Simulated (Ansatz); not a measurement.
Start from `[SiH3]N([SiH3])[Si]S` and change one atom or group to get `[SiH3][N]([SiH3])[Cu]`.

Ansatz, PBE0-D4/def2-TZVP geometries, multiplicity 1. Each molecule was computed in one conformer, which needn't be the lowest.

Scalar relativity is left out up to krypton.

```json
{"property": "HOMO energy (PBE/def2-TZVPP) / eV", "`[SiH3]N([SiH3])[Si]S`": "-5.84"}
{"property": "HOMO–LUMO gap (PBE/def2-TZVPP) / eV", "`[SiH3]N([SiH3])[Si]S`": "3.28"}
{"property": "size of the dipole moment (B3LYP/def2-TZVPP) / D", "`[SiH3]N([SiH3])[Si]S`": "1.78"}
{"property": "HOMO energy (B3LYP/def2-TZVPP) / eV", "`[SiH3]N([SiH3])[Si]S`": "-6.68"}
{"property": "size of the dipole moment (PBE/def2-TZVPP) / D", "`[SiH3]N([SiH3])[Si]S`": "1.79"}
{"property": "LUMO energy (B3LYP/def2-TZVPP) / eV", "`[SiH3]N([SiH3])[Si]S`": "-1.93"}
```

**Question.** Give the same properties after the change, and the shifts. (Best estimate.)

**Answer.** Computed: 
```json
{"property": "HOMO energy (PBE/def2-TZVPP) / eV", "`[SiH3][N]([SiH3])[Cu]`": "-5.37", "shift": "0.47"}
{"property": "HOMO–LUMO gap (PBE/def2-TZVPP) / eV", "`[SiH3][N]([SiH3])[Cu]`": "1.55", "shift": "-1.73"}
{"property": "size of the dipole moment (B3LYP/def2-TZVPP) / D", "`[SiH3][N]([SiH3])[Cu]`": "4.41", "shift": "2.63"}
{"property": "HOMO energy (B3LYP/def2-TZVPP) / eV", "`[SiH3][N]([SiH3])[Cu]`": "-6.43", "shift": "0.25"}
{"property": "size of the dipole moment (PBE/def2-TZVPP) / D", "`[SiH3][N]([SiH3])[Cu]`": "3.93", "shift": "2.14"}
{"property": "LUMO energy (B3LYP/def2-TZVPP) / eV", "`[SiH3][N]([SiH3])[Cu]`": "-3.23", "shift": "-1.30"}
```

With PBE0 the HOMO rises by 0.29 eV and the LUMO falls by 1.05 eV, so the gap narrows by about 1.34 eV. PBE moves the HOMO by 0.47 eV and ωB97M-V by 0.12 eV. The zero-point energy changes by -29.8 kJ/mol with -6 modes. Dipoles are sizes alone; their direction can turn.

B3LYP here is the variant with VWN-RPA as its local correlation; programs differ in this.
